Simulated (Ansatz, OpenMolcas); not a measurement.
## A ladder of methods for C2H9NSi (SMILES CN(C)[SiH3])

C2H9NSi: 13 atoms, total charge 0, spin state singlet. As SMILES, `CN(C)[SiH3]`. The shape is that of a PBE0-D4/def2-TZVP optimisation.

Each level gives the HOMO–LUMO gap (eV). The values are calculated.

| level | kind | program | value (eV) | CPU time |
| --- | --- | --- | --- | --- |
| HF/6-31G* (spherical functions) | Hartree–Fock | OpenMolcas | 13.81 | 16 s |
| BLYP/6-31G* (spherical functions) | GGA | OpenMolcas | 5.07 | 52 s |
| PBE/6-31G* (spherical functions) | GGA | Ansatz | 5.04 | 3.5 s |
| BHLYP/6-31G* (spherical functions) | global hybrid | Ansatz | 9.45 | 4.9 s |
| B3LYP/6-31G* (Cartesian functions) | global hybrid | Ansatz | 6.82 | 4.5 s |
| HSE06/6-31G* (spherical functions) | range-separated hybrid | Ansatz | 6.49 | 4.6 s |
| wB97M-V/6-31G* (spherical functions) | range-separated hybrid | Ansatz | 11.31 | 34 s |
| wB97X/6-31G* (spherical functions) | range-separated hybrid | Ansatz | 11.71 | 16 s |

The values span 5.04 to 13.81 eV. Orbital gaps aren't excitation energies; they tend to grow with the share of exact exchange. Times are those of the runs behind each value, whatever else they computed, on shared processors of several kinds: orders of magnitude only.
